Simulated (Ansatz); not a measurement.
The same path of C2H7NOSi (12 atoms, charge 0, multiplicity 1) was run 3 times with different band settings. The coordinate that changes most is the height of N1 over the plane of its neighbours.

Level of theory: Ansatz, RKS LDA/6-31G*.

Relaxed end points:

```xyz
12
Properties=species:S:1:pos:R:3
N -1.145 0.360 1.109
C 0.045 -0.097 0.481
O 0.945 -0.667 1.377
C 0.791 0.762 -0.520
Si 0.039 -0.772 -1.298
H -1.989 0.229 0.549
H -1.075 1.337 1.426
H 0.402 -1.280 1.919
H 1.881 0.811 -0.385
H 0.326 1.731 -0.754
H -1.107 -0.573 -2.245
H 0.964 -1.897 -1.625
```

```xyz
12
Properties=species:S:1:pos:R:3
N -1.231 0.599 0.768
C -0.012 -0.026 0.414
O 0.790 -0.574 1.428
C 0.829 0.778 -0.552
Si 0.070 -0.752 -1.330
H -1.916 -0.066 1.144
H -1.072 1.343 1.465
H 0.335 -1.380 1.750
H 1.909 0.752 -0.352
H 0.432 1.764 -0.827
H -1.057 -0.597 -2.299
H 1.000 -1.895 -1.577
```

Common settings: movable images 7; climbing image yes; optimiser quadratic models (default); start path through a guess of the saddle point; force threshold 0.05 eV/Å; end points relaxed.

| run | spring | iteration limit |
| --- | --- | --- |
| 1 | 5.0 eV/Å² | 60 |
| 2 | 5.0 eV/Å² | 3 |
| 3 | 50.0 eV/Å² | 60 |

What does each run give, and how far can it be trusted?

Run 1: converged after 11 iterations, highest image 0.041 eV above the first end. A vibrational analysis at the climbing image gives one clearly imaginary mode, 465i cm⁻¹: a first-order saddle point.
Run 2: not converged after 3 iterations, highest image 0.159 eV above the first end. The band didn't meet its force threshold, so its energies are provisional: the largest band force was still 1.17 eV/Å, and over the last iterations the top moved between 0.16 and 1.12 eV.
Run 3: converged after 12 iterations, highest image 0.040 eV above the first end. Another band between the same ends (7 images) ends at a top of the same energy, where a vibrational analysis finds 1 clearly imaginary mode.
